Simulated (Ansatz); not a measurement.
Input for Ansatz (a program for electronic structure): R-CAM-B3LYP/def2-TZVPP on O3 (SMILES O=[O+][O-]).

Ansatz 0.2 input:
```yaml
crystal:
  periodic: [false, false, false]
  atoms:
    - {symbol: O, position_ang: [1.08130819, -0.18658168, -0.00000000]}
    - {symbol: O, position_ang: [-0.01101308, 0.42842452, 0.00000000]}
    - {symbol: O, position_ang: [-1.07029510, -0.24184284, 0.00000000]}
basis:
  gaussian:
    orbitals: def2-TZVPP
hamiltonian:
  xc: {name: CAM-B3LYP}
scf: {lower_state_search: off}
```

Question: Predict the final total energy.

Answer: -225.4382 hartree.
